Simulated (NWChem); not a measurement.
Species: tert-butyl chloride (C4H9Cl); SMILES CC(C)(C)Cl

All runs: NWChem. Pople sets run with spherical d functions. Each level has its own optimisation. Computed dipoles belong to the equilibrium geometry; the measured one is vibrationally averaged.

Measured dipole moment: 2.13 D (NIST CCCBDB, as tabulated in the package chemicals).

**Question.** Which of these levels lies farthest from the measured value, and how do the others fare: PBE/def2-SVP; Hartree-Fock/STO-3G; B3LYP/6-31G*; Hartree-Fock/6-31G*; BLYP/def2-SVP; LDA (Slater exchange, VWN5)/def2-SVP; Hartree-Fock/3-21G; PBE0/def2-SVP?…

**Answer.** Hartree-Fock/3-21G.
| level | dipole moment (D) | computed − measured |
|---|---|---|
| Hartree-Fock/STO-3G | 2.78 | +0.65 |
| Hartree-Fock/3-21G | 3.35 | +1.22 |
| Hartree-Fock/6-31G* | 2.59 | +0.46 |
| B3LYP/6-31G* | 2.44 | +0.31 |
| LDA (Slater exchange, VWN5)/def2-SVP | 1.87 | -0.26 |
| PBE/def2-SVP | 1.99 | -0.14 |
| BLYP/def2-SVP | 1.99 | -0.14 |
| PBE0/def2-SVP | 2.08 | -0.05 |
